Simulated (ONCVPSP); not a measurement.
**An all-electron radial function and its pseudo partner (Co (Z = 27))**

Columns: radius, all-electron u(r) and pseudo u(r) of the 3s shell (level -102.12 eV) of cobalt in the configuration [Ne] 3s2 3p6 3d7 4s2; BLYP, scalar-relativistic, ONCV scheme, ONCVPSP 4.0.1.

```json
{"r (bohr)": "0.070", "all-electron": "0.0371", "pseudo": "0.1857"}
{"r (bohr)": "0.140", "all-electron": "-0.5985", "pseudo": "0.3673"}
{"r (bohr)": "0.210", "all-electron": "-0.6117", "pseudo": "0.5402"}
{"r (bohr)": "0.280", "all-electron": "-0.2295", "pseudo": "0.7000"}
{"r (bohr)": "0.350", "all-electron": "0.2557", "pseudo": "0.8418"}
{"r (bohr)": "0.420", "all-electron": "0.6826", "pseudo": "0.9606"}
{"r (bohr)": "0.490", "all-electron": "0.9916", "pseudo": "1.0524"}
{"r (bohr)": "0.560", "all-electron": "1.1781", "pseudo": "1.1139"}
{"r (bohr)": "0.630", "all-electron": "1.2602", "pseudo": "1.1437"}
{"r (bohr)": "0.700", "all-electron": "1.2641", "pseudo": "1.1422"}
{"r (bohr)": "0.770", "all-electron": "1.2150", "pseudo": "1.1121"}
{"r (bohr)": "0.840", "all-electron": "1.1328", "pseudo": "1.0574"}
{"r (bohr)": "0.910", "all-electron": "1.0331", "pseudo": "0.9842"}
{"r (bohr)": "0.980", "all-electron": "0.9266", "pseudo": "0.8984"}
{"r (bohr)": "1.050", "all-electron": "0.8205", "pseudo": "0.8063"}
{"r (bohr)": "1.120", "all-electron": "0.7192", "pseudo": "0.7132"}
{"r (bohr)": "1.190", "all-electron": "0.6253", "pseudo": "0.6233"}
{"r (bohr)": "1.260", "all-electron": "0.5401", "pseudo": "0.5396"}
{"r (bohr)": "1.330", "all-electron": "0.4640", "pseudo": "0.4639"}
{"r (bohr)": "1.400", "all-electron": "0.3968", "pseudo": "0.3968"}
{"r (bohr)": "1.470", "all-electron": "0.3381", "pseudo": "0.3381"}
{"r (bohr)": "1.540", "all-electron": "0.2872", "pseudo": "0.2871"}
{"r (bohr)": "1.610", "all-electron": "0.2432", "pseudo": "0.2431"}
{"r (bohr)": "1.680", "all-electron": "0.2055", "pseudo": "0.2054"}
{"r (bohr)": "1.750", "all-electron": "0.1733", "pseudo": "0.1732"}
{"r (bohr)": "1.820", "all-electron": "0.1459", "pseudo": "0.1458"}
```

Problem. How many radial nodes do the two functions have?

Solution. The all-electron 3s function has n − l − 1 = 2; the pseudo-wave has 0, since the states of the same l below it are removed with the core.

Problem. At about which radius was the pseudo-wave matched?

Solution. 1.40 bohr, where the columns begin to agree (steps of 0.07 bohr).

Problem. Is the pseudo-wave norm-conserving?

Solution. Yes: the ONCV scheme keeps the norm inside the radius equal to the all-electron one, which fixes the energy derivative of the logarithmic derivative at the level.
